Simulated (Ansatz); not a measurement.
```yaml
crystal:
  periodic: [false, false, false]
  atoms:
    - {symbol: B, position_ang: [-1.704045, 0.371996, 0.391574]}
    - {symbol: C, position_ang: [-0.227717, 0.674265, 0.419863]}
    - {symbol: Al, position_ang: [0.617330, -1.113706, 0.858628]}
    - {symbol: Si, position_ang: [0.749540, 0.546872, -1.142146]}
    - {symbol: H, position_ang: [-2.164997, -0.323831, -0.472999]}
    - {symbol: H, position_ang: [-2.437433, 0.775640, 1.250438]}
    - {symbol: H, position_ang: [0.142258, 1.410253, 1.134514]}
    - {symbol: H, position_ang: [-0.142270, -2.454727, 0.514418]}
    - {symbol: H, position_ang: [1.932411, -1.018834, 1.731877]}
    - {symbol: H, position_ang: [1.459205, -0.828861, -0.984960]}
    - {symbol: H, position_ang: [-0.017591, 0.399426, -2.397917]}
    - {symbol: H, position_ang: [1.870307, 1.506207, -1.269291]}
basis:
  gaussian: {orbitals: cc-pVDZ}
hamiltonian: {xc: {name: B2GP-PLYP}}
output: {forces: true}
```

```sh
$ ansatz run in.yaml --threads 2 --pin off --events-out ev --progress --plain --max-ram 4352MiB
```

Shortened log:

```
Functional definition: B2GP-PLYP
970 factors; integrals over basis functions are off by at most 8.4e-4 eV
mean field evaluation 1: about -16297.5714 eV, gradient 3.4e1 eV
mean field evaluation 2: about -16297.6374 eV, gradient 3.4e1 eV
mean field evaluation 4: about -16300.6652 eV, gradient 2.7e0 eV
mean field evaluation 8: about -16300.6909 eV, gradient 2.1e-2 eV
mean field evaluation 16: about -16300.6909 eV, gradient 2.8e-6 eV
mean field -16300.69094674 eV, -599.0393432874 hartree, gradient 2.8e-6 eV, S^2 0.000000; 0 other end points of the search recorded, 0 dependent functions left out
12 core orbitals not correlated: weight in the atoms' cores, before any rotation towards them, 1.000 or more for the frozen orbitals, at most 0.000 for the correlated occupied ones
reference -16300.69109345 eV, -599.0393486791 hartree; 11, 11 occupied and 81, 81 virtual orbitals, 970 factors
second order -12.92808931 eV of doubles, -0.00000000 eV of singles
Total energy: -16305.34520561 eV, -599.2103841461 hartree
Atom 0 at    -1.704045     0.371996     0.391574 Å, force    -0.241744     0.033305     0.008038 eV/Å
Atom 1 at    -0.227717     0.674265     0.419863 Å, force     0.011755     0.033068     0.106820 eV/Å
Atom 2 at     0.617330    -1.113706     0.858628 Å, force     0.100022    -0.369244     0.293938 eV/Å
Atom 3 at     0.749540     0.546872    -1.142146 Å, force     0.243892     0.097644    -0.483380 eV/Å
Atom 4 at    -2.164997    -0.323831    -0.472999 Å, force    -0.073550    -0.095817    -0.125445 eV/Å
Atom 5 at    -2.437433     0.775640     1.250438 Å, force    -0.117652     0.054503     0.130756 eV/Å
Atom 6 at     0.142258     1.410253     1.134514 Å, force     0.065031     0.171648     0.149928 eV/Å
Atom 7 at    -0.142270    -2.454727     0.514418 Å, force     0.023060     0.020675     0.008411 eV/Å
Atom 8 at     1.932411    -1.018834     1.731877 Å, force    -0.019480    -0.010871    -0.014861 eV/Å
Atom 9 at     1.459205    -0.828861    -0.984960 Å, force     0.001956     0.027290    -0.024117 eV/Å
Atom 10 at    -0.017591     0.399426    -2.397917 Å, force    -0.031121    -0.002058    -0.045188 eV/Å
Atom 11 at     1.870307     1.506207    -1.269291 Å, force     0.037831     0.039856    -0.004900 eV/Å
Dipole moment:     0.241180     0.207812    -0.156369 e Å
```

It took 6.5 s on 2 threads of an Arm Neoverse V2 on a shared host, with 0.5 GiB of host memory at the peak.
